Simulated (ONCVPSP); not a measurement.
Transferability test, ONCV potential for thallium (Tl)

```json
{"Element": "thallium", "Generator": "ONCVPSP 4.0.1", "Type": "optimised norm-conserving Vanderbilt (ONCV)", "Functional": "LDA (Perdew-Zunger)", "Relativity": "scalar-relativistic", "Frozen core": "[Kr] 4d10 4f14", "Valence charge": "21", "Reference configuration": "5s2 5p6 5d10 6s1 (charge +2)", "Partial waves": "5s+6s: rc 1.40 bohr, ncon 3, nbas 7, qcut 9.1 1/bohr, 3 projectors, debl 3.6 Ha; 5p: rc 1.65 bohr, ncon 5, nbas 10, qcut 7.8 1/bohr, 2 projectors, debl 1.1 Ha; 5d: rc 1.35 bohr, ncon 4, nbas 7, qcut 8.3 1/bohr, 2 projectors, debl 1.3 Ha", "Local potential": "polynomial inside 0.90 bohr (lpopt 5, dvloc0 0 Ha)", "Core correction": "Teter function, fcfact 2.5, rcfact 1.2"}
```

In the p channel the program set the typed energies aside and used -3.465, 0.250 Ha.

Energies are relative to the spin-unpolarised reference configuration 5s2 5p6 5d10 6s1; without spin polarisation the order of configurations can differ from experiment.

```csv
valence configuration,charge,ΔE all-electron (eV),error AE − PS (meV)
5s2 5p6 5d10 6s2,+1,-21.199,+5.7
5s2 5p6 5d10 6s0,+3,30.601,-12
5s2 5p6 5d9 6s2 6p1,+1,-5.209,+1.3
```

(1) What are ΔE and the potential's error for 5s2 5p6 5d10 6s2 6p1?

Levels in the configuration 5s2 5p6 5d10 6s0:

| level | all-electron (eV) | pseudo (eV) |
| --- | --- | --- |
| 5s | -160.821 | -160.865 |
| 5p | -105.761 | -105.782 |
| 5d | -44.597 | -44.596 |

Answers

(1) ΔE = -26.609 eV all-electron; the error (AE − PS) is +8.3 meV.
